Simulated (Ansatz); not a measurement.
H6Sn2, SMILES `[SnH3][SnH3]`. The species carries charge 0 and has multiplicity 1. Correlated methods include outer-core shells of Sn, which these sets cover unevenly. Sn: def2 effective core potential.

```tsv
atom	x (Å)	y (Å)	z (Å)
Sn1	0.997	-0.791	-0.543
Sn2	-0.997	0.791	0.543
H3	1.483	-0.187	-2.064
H4	2.362	-0.825	0.482
H5	0.445	-2.393	-0.754
H6	-1.470	0.196	2.072
H7	-2.369	0.811	-0.473
H8	-0.451	2.397	0.737
```

Problem. Give the diagnostics of a CCSD(T)/def2-TZVPP run (frozen core, Ansatz 0.2.0). (Estimate.)

Solution. Ansatz gave: T1 = 0.0134, largest single amplitude 0.026, largest double 0.032, (T) share of the correlation energy 2.5 %, 8 CCSD cycles. The RHF solution is stable towards an unrestricted one. T1 lies under the customary mark of 0.02 for closed shells.
